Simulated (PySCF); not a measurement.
Level of theory: PBE0 in PySCF with Ge def2-TZVP, F def2-TZVP, Cl def2-TZVP; no relativity; density-fitted integrals. Open shells, if any, are unrestricted.

Q: What spin state, shape and geometry does isolated GeFCl take (every ligand bound to Ge)?

A: Counting electrons, germanium keeps 2 of its valence electrons outside its bonds, so the VSEPR class is AX2E1 and the expected shape is bent; with unlike ligands the computed point group is Cs. The lowest minimum found is a singlet of Cs symmetry with Ge–Cl 2.180 Å, Ge–F 1.748 Å; Cl–Ge–F 98.3°. Its harmonic wavenumbers are 208 (a'), 404 (a'), 674 (a') cm⁻¹ and its dipole moment is 2.25 D.

This need not be the most stable arrangement of these atoms.
